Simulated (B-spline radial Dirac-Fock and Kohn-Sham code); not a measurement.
**Scattering functions of Rh³¹⁺**

System: Rh³¹⁺ in the configuration [Ne] 3s2 3p2.

Model: relativistic Hartree-Fock (Dirac-Fock) wave functions, averaged over the configuration. Program: a radial atomic solver. f₀ is the Fourier transform of the spherical electron density, S the Waller-Hartree incoherent function, and s = sin θ/λ.

```
s (Å⁻¹)      f₀       S
      0  14.000   0.000
   0.05  13.987   0.017
    0.1  13.950   0.067
   0.15  13.888   0.149
    0.2  13.802   0.262
   0.25  13.693   0.404
    0.3  13.563   0.572
   0.35  13.411   0.765
    0.4  13.241   0.977
   0.45  13.053   1.207
    0.5  12.849   1.452
    0.6  12.402   1.969
    0.7  11.914   2.506
    0.8  11.401   3.039
    0.9  10.878   3.554
      1  10.356   4.040
    1.1   9.846   4.492
    1.2   9.357   4.907
    1.4   8.462   5.639
    1.6   7.692   6.269
    1.8   7.040   6.829
      2   6.487   7.345
    2.5   5.372   8.506
      3   4.439   9.499
    3.5   3.615  10.319
      4   2.922  10.969
      5   1.982  11.852
      6   1.502  12.386
```

f₀ starts at the number of electrons, 14, and has fallen to half at s ≈ 1.81 Å⁻¹. The sum of ⟨r²⟩ over the electrons is 0.6803 bohr².

Values without a named source are computed, but for edge energies of neutral atoms, which are taken from tables.
